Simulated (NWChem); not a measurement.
Species: C2H4N3 cation; SMILES [nH+]1cnc[nH]1

Results from NWChem. The geometry was optimised at PBE0/def2-SVP. Level: M05-2X/def2-SVP with COSMO at NWChem's default radii, gas-phase geometry; the question gives the dielectric constant. Reactions with the solvent are ignored.

Estimate the computed values for dielectric constant 7.6. Quantities: electrostatic solvation energy (kcal/mol).


* **electrostatic solvation energy (kcal/mol)**: -63.2
